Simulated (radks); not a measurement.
The numbers below are computed, except where a source is named.
Question: Zn3+, configuration [Ar] 3d8 4s1 (not the ground configuration). Level of theory: Dirac Kohn-Sham, PBE, spin-unpolarised, spherical densities, finite nucleus; open shells are shared between the two j in proportion to 2j + 1; Fermi nuclear charge, rms radius 3.9283 fm (a radial shooting solver on a logarithmic mesh with Libxc functionals). Some entries of the table are withheld. Estimate them.

orbital,occ.,eigenvalue (eV),<r^2> (bohr^2)
1s1/2,2,-9575.633,0.003405
2s1/2,2,-1211.598,0.06030
2p1/2,2,-1073.264,(1)
2p3/2,4,-1049.403,(2)
3s1/2,2,-180.3009,0.5212
3p1/2,2,(3),(4)
3p3/2,4,(5),(6)
3d3/2,3.2,(7),0.7674
3d5/2,4.8,(8),0.7755
4s1/2,1,-38.3517,(9)

Answer: 
(1) 2p1/2 <r^2> (bohr^2): 0.04717
(2) 2p3/2 <r^2> (bohr^2): 0.04870
(3) 3p1/2 eigenvalue (eV): -136.2129
(4) 3p1/2 <r^2> (bohr^2): 0.5621
(5) 3p3/2 eigenvalue (eV): -133.0309
(6) 3p3/2 <r^2> (bohr^2): 0.5780
(7) 3d3/2 eigenvalue (eV): -59.3792
(8) 3d5/2 eigenvalue (eV): -58.9553
(9) 4s1/2 <r^2> (bohr^2): 4.282
